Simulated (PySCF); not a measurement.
Si(Cl)2(NCO)(OH) (CHCl2NO2Si), SMILES O=C=N[Si](O)(Cl)Cl.

Coordinates come from a ωB97X-D3(BJ)/def2-SVP optimisation. The structure was generated by enumeration, and PubChem lists no compound with its InChIKey, so it may never have been made. The values are those of a single conformer.

Computed with TDDFT-PBE/def2-SVPD (PySCF).

Vertical excitations. The molecule is in vacuum.

Computed lowest excited states:
| state | energy (eV) | λ (nm) | f | main pairs |
|---|---|---|---|---|
| S1 | 6.58 | 188 | 0.000 | HOMO→LUMO 91 % |
| S2 | 6.66 | 186 | 0.000 | HOMO→LUMO+1 91 % |
| S3 | 6.74 | 184 | 0.001 | HOMO−1→LUMO+1 90 % |
| S4 | 6.77 | 183 | 0.003 | HOMO−1→LUMO 55 %, HOMO→LUMO+2 31 % |
| S5 | 6.90 | 180 | 0.001 | HOMO−1→LUMO+2 94 % |
| S6 | 7.04 | 176 | 0.011 | HOMO−2→LUMO 62 %, HOMO−2→LUMO+1 23 % |
| S7 | 7.08 | 175 | 0.013 | HOMO−2→LUMO+1 74 %, HOMO−2→LUMO 18 % |
| S8 | 7.22 | 172 | 0.010 | HOMO−2→LUMO+2 91 % |
| S9 | 7.37 | 168 | 0.098 | HOMO→LUMO+2 24 %, HOMO−3→LUMO+2 20 %, HOMO−3→LUMO 19 %, HOMO−1→LUMO 13 % |
| S10 | 7.42 | 167 | 0.018 | HOMO−3→LUMO 70 %, HOMO−3→LUMO+1 11 % |
| T1 | 6.21 | 200 | 0 | HOMO−1→LUMO 68 %, HOMO→LUMO+2 22 % |
| T2 | 6.34 | 196 | 0 | HOMO→LUMO 87 % |
| T3 | 6.43 | 193 | 0 | HOMO→LUMO+2 71 %, HOMO−1→LUMO 23 % |
| T4 | 6.55 | 189 | 0 | HOMO→LUMO+1 95 % |
Triplets are in the Tamm–Dancoff approximation, which puts them higher than full response would, so one can lie above its singlet here.
